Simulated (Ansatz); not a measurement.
One change: `C[O][Ga]([CH3])[Cl]` becomes `C[O][Ga]([Cl])[Cl]`.

Ansatz, PBE0-D4/def2-TZVP geometries, multiplicity 1. Each molecule was computed in one conformer, which needn't be the lowest.

Scalar relativity is left out up to krypton.

```tsv
property	`C[O][Ga]([CH3])[Cl]`
HOMO–LUMO gap (PBE0/def2-TZVPP) / eV	7.39
HOMO–LUMO gap (B3LYP/def2-TZVPP) / eV	6.87
HOMO energy (PBE/def2-TZVPP) / eV	-6.48
LUMO energy (PBE0/def2-TZVPP) / eV	-0.59
ideal-gas entropy at 298 K and 1 bar (rigid rotor, harmonic PBE0-D4/def2-TZVP) / J/(mol·K)	397
HOMO–LUMO gap (PBE/def2-TZVPP) / eV	5.09
```

**Question.** What does the change do to each property? (An estimate is asked.)

**Answer.** Computed: 
```json
{"property": "HOMO–LUMO gap (PBE0/def2-TZVPP) / eV", "`C[O][Ga]([Cl])[Cl]`": "7.03", "shift": "-0.36"}
{"property": "HOMO–LUMO gap (B3LYP/def2-TZVPP) / eV", "`C[O][Ga]([Cl])[Cl]`": "6.46", "shift": "-0.41"}
{"property": "HOMO energy (PBE/def2-TZVPP) / eV", "`C[O][Ga]([Cl])[Cl]`": "-6.99", "shift": "-0.51"}
{"property": "LUMO energy (PBE0/def2-TZVPP) / eV", "`C[O][Ga]([Cl])[Cl]`": "-1.48", "shift": "-0.89"}
{"property": "ideal-gas entropy at 298 K and 1 bar (rigid rotor, harmonic PBE0-D4/def2-TZVP) / J/(mol·K)", "`C[O][Ga]([Cl])[Cl]`": "379", "shift": "-18"}
{"property": "HOMO–LUMO gap (PBE/def2-TZVPP) / eV", "`C[O][Ga]([Cl])[Cl]`": "4.55", "shift": "-0.54"}
```

With PBE0 the HOMO falls by 0.53 eV and the LUMO falls by 0.89 eV, so the gap narrows by about 0.36 eV. PBE moves the HOMO by -0.51 eV and ωB97M-V by -0.51 eV. The zero-point energy changes by -90.2 kJ/mol with -9 modes. Modes under 60 cm⁻¹, often nearly free rotors, make the harmonic entropy too high.

B3LYP here is the variant with VWN-RPA as its local correlation; programs differ in this.
